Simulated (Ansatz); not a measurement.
`N[Si@H](O)N[Si@@H](N)F` + `[OH][SbH2]` → `N[SiH](F)[O][SbH2]` + `N[SiH](N)O`  (ligand exchange at the Si–N bond)

Calculated with Ansatz (gas phase, PBE0-D4/def2-TZVP geometries, no zero-point term in ΔE). CBS: MP2 limit from def2 TZ/QZ plus the TZ coupled-cluster correction, frozen cores. DFT in def2-TZVPP. Elements past krypton have def2 core potentials. For Sb outer-core shells are correlated without core-valence functions, which leaves a few kJ/mol of doubt a bond. Each species was taken in one conformer, which may not be the lowest.

```tsv
level	ΔE (eV)
PBE-D4	-0.38
ωB97X-V	-0.48
PBE0	-0.44
CCSD/def2-TZVPP	-0.51
```

(1) What does CCSD(T)/CBS give? (Best estimate.)

Largest T1 diagnostic among the species: 0.014.

## Answers

(1) The calculation gave: -0.49 eV. The listed levels differ from it by 0.11, 0.01, 0.05, -0.02 eV.

From PBE to PBE0 (25 % exact exchange), in def2-TZVPP and without D4, ΔE moves by −0.03 eV. In def2-TZVPP, CCSD(T) changes the Hartree–Fock value by +0.19 eV (the triples alone add +0.03 eV) and MP2 by +0.18 eV. The D4 term adds +0.04 eV with B3LYP and +0.03 eV with PBE0; it sums over pairs of atoms, weighted by their polarisabilities, and B3LYP, whose exchange is more repulsive, gets the larger term.

B3LYP here is the variant with VWN-RPA as its local correlation; programs differ in this.
